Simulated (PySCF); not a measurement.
AsGeH5, SMILES [GeH3][AsH2].

Geometry optimised at r2SCAN-D4/def2-TZVP.

These are r2SCAN-D4/def2-TZVP run with PySCF values and carry that method's errors.

Frequencies are harmonic and unscaled.

Computed normal modes with their intensities:
```tsv
mode	ν (cm⁻¹)	IR (km/mol)	moving atoms (share of kinetic energy)
1	138	0.2	H 99 %
2	265	1.2	As 49 %, Ge 49 %
3	422	12.8	H 98 %
4	439	9.6	H 98 %
5	652	25.3	H 94 %
6	696	2.3	H 96 %
7	803	231.5	H 97 %
8	884	31.6	H 99 %
9	887	28.4	H 99 %
10	988	14.3	H 99 %
11	2136	81.9	H 100 %
12	2150	86.7	H 98 %
13	2153	85.5	H 98 %
14	2192	80.4	H 99 %
15	2205	95.8	H 99 %
```
